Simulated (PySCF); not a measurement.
C2H5F3SSi2.
SMILES with atom numbers: `[F:1][C:2]([F:3])=[C:4]([F:5])[SiH2:6][S:7][SiH3:8]` (hydrogens: H9, H10 on Si6; H11, H12, H13 on Si8)

The same species was optimised twice, with GFN2-xTB and with PBE0-D3(BJ)/def2-SVP (PySCF), and the same property calculations (PySCF, gas phase) were run on both structures.

```csv
coordinate,GFN2-xTB,PBE0-D3(BJ)/def2-SVP,change
C4–Si6 (Å),1.900,1.874,-0.026
C2–F3 (Å),1.326,1.303,-0.023
F1–C2 (Å),1.328,1.308,-0.020
S7–Si8 (Å),2.176,2.161,-0.015
Si6–S7 (Å),2.128,2.143,+0.015
C2=C4 (Å),1.322,1.337,+0.015
C4–F5 (Å),1.354,1.350,-0.004
Si6–S7–Si8 (°),105.4,99.5,-5.9
F3–C2–C4 (°),127.6,125.1,-2.5
F1–C2–F3 (°),110.2,111.8,+1.6
C2–C4–Si6 (°),125.9,126.9,+1.0
C4–Si6–S7 (°),109.3,110.3,+1.0
F1–C2–C4 (°),122.2,123.1,+0.9
C2–C4–F5 (°),117.9,117.2,-0.7
F5–C4–Si6 (°),116.2,115.9,-0.3
C2–C4–Si6–S7 (°),114,108,-6
C4–Si6–S7–Si8 (°),55,60,+5
```

Rotational constants: A = 2023, B = 638.1, C = 537.2 MHz (GFN2-xTB) against A = 2031, B = 649.6, C = 550.7 MHz (PBE0-D3(BJ)/def2-SVP). Point groups within 0.08 Å: C1 and C1.

On the GFN2-xTB structure: lowest singlet, TDDFT (eV) 5.94 [wB97X-D/def2-SVPD]; isotropic polarisability (au) 100.1 [wB97X-D/def2-SVPD]; HOMO (eV) -9.31 [wB97X-D/def2-SVPD]; LUMO (eV) 0.95 [wB97X-D/def2-SVPD]; dipole (D) 1.17 [wB97X-D/def2-SVPD]; HOMO (eV) -7.48 [PBE0/pcSseg-1]; LUMO (eV) -0.68 [PBE0/pcSseg-1]; dipole (D) 1.16 [PBE0/pcSseg-1]; GIAO shielding of F1 (ppm) 283.2 [PBE0/pcSseg-1]; GIAO shielding of C2 (ppm) 14.1 [PBE0/pcSseg-1]; GIAO shielding of F3 (ppm) 255.0 [PBE0/pcSseg-1]; GIAO shielding of C4 (ppm) 49.4 [PBE0/pcSseg-1]; GIAO shielding of F5 (ppm) 388.4 [PBE0/pcSseg-1]; GIAO shielding of Si6 (ppm) 389.7 [PBE0/pcSseg-1]; GIAO shielding of S7 (ppm) 820.2 [PBE0/pcSseg-1]; GIAO shielding of Si8 (ppm) 402.0 [PBE0/pcSseg-1].

Question: What do these properties become on the PBE0-D3(BJ)/def2-SVP structure?

Answer: 
```tsv
property	level	on GFN2-xTB	on PBE0-D3(BJ)/def2-SVP	change
lowest singlet, TDDFT (eV)	wB97X-D/def2-SVPD	5.94	5.98	+0.04
isotropic polarisability (au)	wB97X-D/def2-SVPD	100.1	101.5	+1.4
HOMO (eV)	wB97X-D/def2-SVPD	-9.31	-9.36	-0.05
LUMO (eV)	wB97X-D/def2-SVPD	0.95	0.87	-0.08
dipole (D)	wB97X-D/def2-SVPD	1.17	0.79	-0.38
energy, GFN2-xTB geometry as zero (kcal/mol)	wB97X-D/def2-SVPD	0.0	-2.6	-2.6
HOMO (eV)	PBE0/pcSseg-1	-7.48	-7.51	-0.03
LUMO (eV)	PBE0/pcSseg-1	-0.68	-0.78	-0.10
dipole (D)	PBE0/pcSseg-1	1.16	0.86	-0.30
energy, GFN2-xTB geometry as zero (kcal/mol)	PBE0/pcSseg-1	0.0	-2.5	-2.5
GIAO shielding of F1 (ppm)	PBE0/pcSseg-1	283.2	285.0	+1.8
GIAO shielding of C2 (ppm)	PBE0/pcSseg-1	14.1	15.0	+0.9
GIAO shielding of F3 (ppm)	PBE0/pcSseg-1	255.0	257.1	+2.1
GIAO shielding of C4 (ppm)	PBE0/pcSseg-1	49.4	49.9	+0.5
GIAO shielding of F5 (ppm)	PBE0/pcSseg-1	388.4	390.2	+1.8
GIAO shielding of Si6 (ppm)	PBE0/pcSseg-1	389.7	388.5	-1.2
GIAO shielding of S7 (ppm)	PBE0/pcSseg-1	820.2	815.0	-5.2
GIAO shielding of Si8 (ppm)	PBE0/pcSseg-1	402.0	397.0	-5.0
```

The heavy atoms differ by 0.056 Å rms after alignment. Among bonds between heavy atoms C4–Si6 changes most (-0.026 Å). Changes are differences of the printed values. Neither structure is proved a minimum here.

Conformer computed: `[F:1][C:2]([F:3])=[C:4]([F:5])[SiH2:6][S:7][SiH3:8]`: C2–C4–Si6–S7 108°, C4–Si6–S7–Si8 60°.

wB97X-D is run here without its empirical dispersion term; that term would change no orbital, density or response property at a fixed geometry.
